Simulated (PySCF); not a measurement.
C4H11GaO.
Cartesian coordinates in Å at the PBE0-D3(BJ)/def2-SVP level; atoms count from 1:
```xyz
17
C4H11GaO angstrom
C      1.1759    1.2423   -2.2875
C      0.6610    0.1816   -1.6660
C      0.1759    0.1998   -0.2529
O     -1.1674   -0.2641   -0.1226
C     -2.1470    0.5577   -0.7303
Ga    -1.5156   -2.3620   -0.0124
H      1.2527    2.2150   -1.7897
H      1.5532    1.1780   -3.3112
H      0.5905   -0.7846   -2.1800
H      0.2425    1.2132    0.1807
H      0.7677   -0.4851    0.3733
H     -3.1244    0.1269   -0.4813
H     -2.0198    0.5895   -1.8241
H     -2.0796    1.5803   -0.3243
H     -1.2769   -2.7255   -1.5357
H     -3.0054   -2.2757    0.5026
H     -0.3472   -2.6696    1.0062
```

The closed-shell ground state was solved at several levels (PySCF, density fitting, gas phase). Relativistic effects, spin–orbit coupling among them, are left out although an element past zinc is present.

| level | basis functions | HOMO (eV) | LUMO (eV) | gap (eV) | dipole (D) |
| --- | --- | --- | --- | --- | --- |
| PBE0/STO-3G | 54 | 0.16 | 2.21 | 2.05 | 5.83 |
| PBE0/6-31G* | 124 | -7.44 | -0.27 | 7.17 | 4.51 |
| PBE0/def2-SVP | 157 | -7.44 | -0.49 | 6.95 | 4.53 |
| CAM-B3LYP/def2-SVPD | 229 | -8.88 | 0.44 | 9.32 | 4.45 |
| PBE0/pcSseg-1 | 181 | -7.56 | -0.62 | 6.94 | 4.58 |
| PBE0/def2-TZVP | 269 | -7.51 | -0.65 | 6.86 | 4.37 |
| PBE0/cc-pVDZ | 152 | -7.43 | -0.43 | 7.00 | 4.41 |
| B3LYP/pcJ-1 (pcSseg-1 on Ga) | 286 | -7.36 | -0.83 | 6.53 | 4.58 |
| PBE0/6-31G | 94 | -7.41 | -0.33 | 7.08 | 4.78 |

Question: What might HF/pcSseg-1 (181 basis functions) give for the same quantities?

Answer: HOMO -10.62 eV, LUMO 3.16 eV, gap 13.78 eV, dipole 4.84 D.

Question: Over all these levels, which gives the widest orbital gap and which the narrowest?

Answer: HF/pcSseg-1 (Hartree–Fock, all exact exchange) has the widest, 13.78 eV, and PBE0/STO-3G (global hybrid, 25 % exact exchange) the narrowest, 2.05 eV. Functional and basis both differ between the two, so the spread mixes both effects. The HOMO need not be the same orbital at Hartree–Fock and at DFT levels.

Question: How much does the basis alone move the frontier levels among the 7 PBE0 rows?

Answer: The HOMO by 7.72 eV and the LUMO by 2.86 eV. By rising basis size (HOMO, LUMO in eV): STO-3G 0.16, 2.21; 6-31G -7.41, -0.33; 6-31G* -7.44, -0.27; cc-pVDZ -7.43, -0.43; def2-SVP -7.44, -0.49; pcSseg-1 -7.56, -0.62; def2-TZVP -7.51, -0.65.

Question: How far do the dipole and the HOMO energy spread over the levels?

Answer: The dipole runs from 4.37 to 5.83 D (mean 4.69 D) and the HOMO from -10.62 to 0.16 eV.

One conformer stands for the species.
